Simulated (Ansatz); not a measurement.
A run for Ansatz (a quantum-chemistry and plane-wave program): R-B3LYP/def2-TZVPP on C2H6Se (SMILES CC[SeH]), a point of a torsion scan.

Ansatz 0.2 input:
```yaml
crystal:
  periodic: [false, false, false]
  atoms:
    - {symbol: C, position_ang: [-0.85454445, 0.52592396, 0.08005691]}
    - {symbol: C, position_ang: [0.05373123, -0.67818542, -0.08515830]}
    - {symbol: Se, position_ang: [0.06276220, -1.39848119, -1.92774251]}
    - {symbol: H, position_ang: [-1.78325881, 0.39425988, -0.47250033]}
    - {symbol: H, position_ang: [-0.37359123, 1.42186049, -0.30779802]}
    - {symbol: H, position_ang: [-1.08287404, 0.68272332, 1.13157591]}
    - {symbol: H, position_ang: [1.09422442, -0.43627736, 0.13265391]}
    - {symbol: H, position_ang: [-0.25530500, -1.50380056, 0.55847247]}
    - {symbol: H, position_ang: [-1.34628528, -1.72718153, -1.93456137]}
basis:
  gaussian:
    orbitals: def2-TZVPP
hamiltonian:
  xc: {name: B3LYP}
scf: {lower_state_search: off}
```

The log:

```
WARN ansatz: RAYON_NUM_THREADS=1 ignored (pool sized by the plan → 1); use --threads N
Functional definition: B3LYP
these checks for a lower state are left out or cut short: stability, starts, cluster_reference, orbital_swaps, neighbouring_geometries, increment
integrals: 0.10 GiB planned
1123 factors; their error is unknown
mean field: 0.95 GiB planned
mean field evaluation 1: about -67514.8575 eV, gradient 6.0e1 eV
mean field evaluation 2: about -67504.7079 eV, gradient 8.3e1 eV
mean field evaluation 4: about -67523.2252 eV, gradient 5.0e0 eV
mean field evaluation 8: about -67523.2816 eV, gradient 5.5e-2 eV
mean field evaluation 16: about -67523.5937 eV, gradient 5.6e-5 eV
mean field -67523.59365990 eV, -2481.4462978656 hartree, gradient 4.6e-6 eV, S^2 0.000000; 0 other end points of the search recorded, 0 dependent functions left out
reference -67523.59390959 eV, -2481.4463070414 hartree; 26, 26 occupied and 168, 168 virtual orbitals, 1123 factors
Total energy: -67523.59390959 eV, -2481.4463070414 hartree
Checks for a lower state left out: stability, starts, cluster_reference, orbital_swaps, neighbouring_geometries, increment
```

Self-consistency was reached.

Cost: around 3 core-seconds (rough).
